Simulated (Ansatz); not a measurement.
```yaml
crystal:
  periodic: [false, false, false]
  atoms:
    - {symbol: F, position_ang: [-1.278558, 0.912141, 1.077956]}
    - {symbol: C, position_ang: [-0.085479, 1.059062, 0.854377]}
    - {symbol: O, position_ang: [0.509187, -0.265036, 0.533491]}
    - {symbol: Si, position_ang: [-0.228422, -1.127679, -0.698020]}
    - {symbol: Cl, position_ang: [0.259974, 0.070995, -2.336405]}
    - {symbol: H, position_ang: [0.753293, 1.242308, 1.735729]}
    - {symbol: H, position_ang: [0.528194, 1.902841, 0.035009]}
    - {symbol: H, position_ang: [0.925569, -2.124345, -0.786287]}
    - {symbol: H, position_ang: [-1.263670, -1.380075, -0.890380]}
basis:
  gaussian: {orbitals: def2-mTZVPP}
hamiltonian: {xc: {name: CAM-B3LYP}}
accuracy: high
relax: {f_tol: 0.0001, max_steps: 3}
```

```sh
$ ansatz run in.yaml --threads 4 --pin off --events-out ev --progress --plain --max-ram 10444MiB
```

It prints (some lines left out):

```
Functional definition: CAM-B3LYP
3086 factors; integrals over basis functions are off by at most 2.4e-9 eV
556 factors; integrals over basis functions are off by at most 8.2e-10 eV
mean field evaluation 1: about -26260.3340 eV, gradient 5.3e1 eV
mean field evaluation 2: about -26255.1544 eV, gradient 7.6e1 eV
mean field evaluation 4: about -26264.7157 eV, gradient 3.4e0 eV
mean field evaluation 8: about -26264.8094 eV, gradient 2.1e-1 eV
mean field evaluation 16: about -26264.8095 eV, gradient 4.2e-5 eV
mean field -26264.80952999 eV, -965.2139472997 hartree, gradient 4.4e-8 eV, S^2 0.000000; 0 other end points of the search recorded, 0 dependent functions left out
reference -26264.80955001 eV, -965.2139480355 hartree; 29, 29 occupied and 112, 112 virtual orbitals, 3086 factors
relax step   1: F+E_penalty+E_count = -26264.80952999 eV  Δ(F+E_penalty+E_count) = +0.000e0 eV  max|allowed force component| = 2.143e1 eV/Å  Δτ_max = 0.0000 Å  (34 SCF iters, accepted)
3094 factors; integrals over basis functions are off by at most 4.0e-9 eV
556 factors; integrals over basis functions are off by at most 1.2e-9 eV
mean field -26269.01510403 eV, -965.3684992951 hartree, gradient 4.2e-8 eV, S^2 0.000000; 0 other end points of the search recorded, 0 dependent functions left out
reference -26269.01512421 eV, -965.3685000366 hartree; 29, 29 occupied and 112, 112 virtual orbitals, 3094 factors
relax step   2: F+E_penalty+E_count = -26269.01510403 eV  Δ(F+E_penalty+E_count) = -4.206e0 eV  max|allowed force component| = 7.756e0 eV/Å  Δτ_max = 0.1948 Å  (43 SCF iters, accepted)
3109 factors; integrals over basis functions are off by at most 3.8e-9 eV
556 factors; integrals over basis functions are off by at most 2.0e-9 eV
mean field -26270.07579540 eV, -965.4074789841 hartree, gradient 2.6e-8 eV, S^2 0.000000; 0 other end points of the search recorded, 0 dependent functions left out
reference -26270.07581553 eV, -965.4074797239 hartree; 29, 29 occupied and 112, 112 virtual orbitals, 3109 factors
relax step   3: F+E_penalty+E_count = -26270.07579540 eV  Δ(F+E_penalty+E_count) = -1.061e0 eV  max|allowed force component| = 1.601e0 eV/Å  Δτ_max = 0.1943 Å  (42 SCF iters, accepted)
Error: geometry relaxation did not converge after 3 steps: max|allowed force component| = 1.60e0 eV/Å (threshold 1.0e-4). Raise `relax.max_steps` over both its present limit and 3, loosen `relax.f_tol`, or start from a geometry closer to equilibrium. Where this run's directory can be resumed (`checkpoint.write`), a resume goes on for up to `relax.max_steps` more
```

In this input the relaxation is allowed too few steps for its threshold. The calculation stopped without meeting its thresholds.
